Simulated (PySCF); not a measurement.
In(Et)(OH)(NH2) (C2H8InNO), SMILES C[CH2][In]([NH2])[OH].

Coordinates come from a B3LYP-D3(BJ)/def2-SVP optimisation. The def2 effective core potentials stand for the cores of In; spin–orbit coupling is left out. Other conformers were not sampled.

Two levels are set side by side: TDDFT-PBE/def2-SVPD (PySCF) and TDDFT-PBE0/def2-SVPD (PySCF). Vertical, same geometry. The lowest singlet is HOMO→LUMO 91 % with PBE and HOMO→LUMO 89 % with the other functional; states are paired by order. Differences are taken from unrounded values.

```tsv
quantity	TDDFT-PBE
lowest singlet excitation (eV)	4.18
lowest triplet excitation (TDA) (eV)	3.72
first bright state (f over 0.05) (eV)	5.62
its oscillator strength	0.11
```

### Question
These are the TDDFT-PBE values. What does TDDFT-PBE0 give? (An estimate is asked for; the answer gives what the named calculation found.)

### Answer

```
quantity                               TDDFT-PBE0  TDDFT-PBE minus TDDFT-PBE0
-------------------------------------  ----------  --------------------------
lowest singlet excitation (eV)               4.91                       -0.73
lowest triplet excitation (TDA) (eV)         4.27                       -0.54
first bright state (f over 0.05) (eV)        5.89                       -0.27
its oscillator strength                      0.09                        0.02
```

Functionals without exact exchange tend to place singlet excitations lower, as here. Differences between two approximate levels are no errors against the true value.

Rough cost on one machine, each run with all the roots and properties that it gave: TDDFT-PBE0 against TDDFT-PBE about 3 times.
